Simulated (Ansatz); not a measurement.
Ansatz results at the PBE0-D4/def2-TZVP geometry: HOMO–LUMO gap (PBE/def2-TZVPP) 4.68 eV; HOMO energy (ωB97M-V/def2-TZVPP) -9.00 eV; LUMO energy (B3LYP/def2-TZVPP) -0.34 eV.

Each molecule was computed in one conformer, which needn't be the lowest.

Task: Which molecule gave them?
A. `BC(CF)N=C`
B. `FCC([SiH3])Br`
C. `F[SiH]1[CH2][GeH2][O]1`
D. `[CH3][Al]([CH3])[CH2]S`

Result: D. The others give `F[SiH]1[CH2][GeH2][O]1`: 5.85, -10.54, -0.64; `BC(CF)N=C`: 3.43, -9.95, -1.84; `FCC([SiH3])Br`: 5.14, -10.28, -0.89.

B3LYP here is the variant with VWN-RPA as its local correlation; programs differ in this.
